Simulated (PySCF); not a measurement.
Input for PySCF: R-B3LYP/6-31G* on CH5BrO (a complex).

```python
from pyscf import gto, scf, dft, mp
from pyscf.data.elements import chemcore

mol = gto.M(
    atom='''
    O     0.34622330    0.03161449   -0.11398864
    H    -0.02326593    0.55664892    0.60845326
    H    -0.32053056    0.05273740   -0.80785887
    C     0.01681935   -1.46079453    2.85770033
    Br   -0.86776384    0.27475873    3.11970748
    H     0.88117955   -1.48064499    3.51155697
    H     0.29923034   -1.51220679    1.81190581
    H    -0.70049634   -2.22837417    3.12497076
    ''',
    basis='6-31g*',
    cart=True,
    charge=0, spin=0, verbose=3, max_memory=1800)
mf = dft.RKS(mol, xc='b3lyp')
mf.conv_tol = 1e-8
mf.max_cycle = 100
mf.kernel()
if not mf.converged:
    mf = mf.newton().run(mf.mo_coeff, mf.mo_occ)
```

Give the final energy of this run.

-2690.2115 hartree.
